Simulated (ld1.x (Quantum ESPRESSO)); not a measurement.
## iodine: one change to a TM potential, before and after

I (Z = 53), norm-conserving Troullier–Martins (Kleinman–Bylander form), made with ld1.x (Quantum ESPRESSO) 7.5 (PBE, scalar-relativistic). Core [Kr] 4d10, reference 5s1 5p6. Waves: 5s (bound): rc 1.25 bohr; 5p (bound): rc 2.20 bohr. Local part: all-electron potential smoothed inside 1.90 bohr (lloc = -1). Core correction: Bessel-smoothed model core inside 0.90 bohr.

All-electron outer shells of the reference configuration (PBE, scalar-relativistic, ld1.x):

```tsv
shell	level (eV)	outermost node (bohr)	outermost maximum (bohr)
4p	-128.93	0.37	0.72
4d	-51.59	0.35	0.78
5s	-18.13	0.88	1.70
5p	-7.62	0.96	2.02
```

Change: reference 5s1.75 5p5.25.

Cutoffs: the cutoffs (Ry, on a coarse ladder) from which the occupation-weighted sum of valence levels, in a spherical-Bessel basis at the reference potential, stays within 10 and 1 mRy of its value at 400 Ry; they do not see the model core or the augmentation charge, which bear on the density cutoff. Errors are all-electron minus pseudo energies relative to the spin-unpolarised reference configuration.

**Question.** What does the change do?

**Answer.** The potential gets harder (110 Ry and 200 Ry → 140 Ry and 230 Ry); both files keep a bound ghost (d).

| quantity | base | changed |
| --- | --- | --- |
| cutoff, loose | 110 Ry | 140 Ry |
| cutoff, tight | 200 Ry | 230 Ry |
| bound ghosts | d | d |
| largest error over its own tests, meV | -111 | -14 |
| s: phases at 2.40 bohr within 0.05 rad from the reference energy up to (Ry; the scan ends near 5) | -0.5 | -0.5 |
| p: phases at 2.40 bohr within 0.05 rad from the reference energy up to (Ry; the scan ends near 5) | 2.3 | 2.3 |

 A true bound ghost makes a file unfit for plane-wave use even where its test errors are small: the radial tests pick states by their node count and pass the ghost by.
